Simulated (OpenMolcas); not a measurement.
Re2+ in a point-charge field

Re2+ among 6 point charges of -1.5 e arranged as a trigonal antiprism (D3d), 2.28 Å from the ion, with a polar angle of 61.3° against the regular 54.74°.
```
   0.0000    2.0000    1.0948  -1.50
  -1.7320   -1.0000    1.0948  -1.50
   1.7320   -1.0000    1.0948  -1.50
   0.0000   -2.0000   -1.0948  -1.50
   1.7320    1.0000   -1.0948  -1.50
  -1.7320    1.0000   -1.0948  -1.50
```

```yaml
Program: OpenMolcas 26.06
Method: "SS-CASPT2, IPEA 0.25 Eh, imaginary shift 0.1 Eh (closed shells correlated: 5s 5p)"
Basis: ANO-RCC-VTZP [8s7p5d3f2g1h]
Scalar_Hamiltonian: DKH2, point nucleus
Active_space: 5 electrons in 5 orbitals (5d)
State_averaging: 2S+1 = 6 even, 1 root; 2S+1 = 4 even, 24 roots; 2S+1 = 2 even, 75 roots
Spin-orbit_coupling: state interaction with AMFI integrals over the reference wave functions
```

The lowest spin-free states (labels of D3, the rotations of D3d), above the lowest:

| State | Degeneracy | E (cm-1) | Free-ion L (%) |
| --- | --- | --- | --- |
| 6A1 | 1 | 0 | S (100) |
| 4E | 2 | 9460 | G (51) |
| 4A2 | 1 | 11670 | G (60) |
| 2E | 2 | 13850 | I (34) |
| 4E | 2 | 14000 | G (76) |
| 4A1 | 1 | 15490 | D (60) |
| 2A1 | 1 | 15950 | I (32) |
| 4E | 2 | 16300 | G (76) |
| 4A1 | 1 | 17170 | G (86) |
| 4A1 | 1 | 18980 | G (75) |
| 2E | 2 | 19230 | I (58) |
| 4E | 2 | 19970 | D (50) |
| 2A1 | 1 | 19970 | I (40) |
| 2A2 | 1 | 20600 | I (62) |
| 2E | 2 | 20850 | I (50) |
| 2A2 | 1 | 21230 | I (61) |
| 4E | 2 | 21380 | D (73) |
| 2A2 | 1 | 22320 | F (46) |
| 2E | 2 | 23390 | I (52) |
| 2E | 2 | 25470 | I (37) |

The lowest levels with spin-orbit coupling:

| E (cm-1) | Degeneracy | Label | 2S+1 | g |
| --- | --- | --- | --- | --- |
| 0 | 2 | E1/2 | 6 (79 %) | 1.49 5.47 5.47 |
| 290 | 2 | E3/2 | 6 (84 %) | 0.00 0.00 5.76 |
| 560 | 2 | E1/2 | 6 (87 %) | 0.21 0.21 9.25 |
| 7000 | 2 | E1/2 | 4 (48 %) | 1.42 2.22 2.22 |
| 9880 | 2 | E3/2 | 4 (76 %) | 0.00 0.00 1.69 |
| 10030 | 2 | E1/2 | 4 (90 %) | 2.07 2.07 2.69 |
| 11290 | 2 | E1/2 | 4 (83 %) | 0.86 0.86 3.63 |
| 11940 | 2 | E3/2 | 4 (83 %) | 0.00 0.00 3.72 |
| 12110 | 2 | E1/2 | 4 (82 %) | 1.08 1.08 1.35 |
| 13570 | 2 | E1/2 | 4 (89 %) | 1.78 2.26 2.26 |
| 14130 | 2 | E1/2 | 4 (76 %) | 0.11 0.11 2.20 |
| 14380 | 2 | E3/2 | 4 (61 %) | 0.00 0.00 4.28 |
| 14660 | 2 | E1/2 | 4 (71 %) | 0.69 0.69 5.72 |
| 15900 | 2 | E3/2 | 4 (79 %) | 0.00 0.00 2.70 |
| 16120 | 2 | E1/2 | 4 (72 %) | 0.73 0.87 0.87 |
| 16480 | 2 | E1/2 | 4 (72 %) | 1.23 1.23 1.84 |
| 16550 | 2 | E1/2 | 4 (77 %) | 2.04 2.04 3.35 |
| 16730 | 2 | E3/2 | 4 (64 %) | 0.00 0.00 2.50 |
| 17310 | 2 | E3/2 | 4 (79 %) | 0.00 0.00 2.65 |
| 17350 | 2 | E1/2 | 4 (82 %) | 0.13 0.13 1.81 |

Powder χT (cm3 K/mol): 1.96 at 2 K, 2.03 at 10 K, 2.38 at 50 K, 2.8 at 100 K, 3.36 at 200 K, 3.62 at 300 K. The effective moment at 300 K is 2.828 √(χT) = 5.38 μB.

Roots that are degenerate in the reference are averaged as groups; the widest CASPT2 spread within a group is 110 cm-1 (the 2-fold group of multiplicity 2 near 25900 cm-1 above the lowest state of its run). Shifts and gaps below about the spread of the groups concerned are not significant. Point charges give a weaker field than real ligands, and real ions of this kind are as a rule low spin; the high spin found here belongs to the model. Free-ion shares, where given, are those of the reference states; single-state CASPT2 does not remix them. Point charges carry no covalency, so the field is a model and not that of real ligands. No measured value stands beside these numbers.
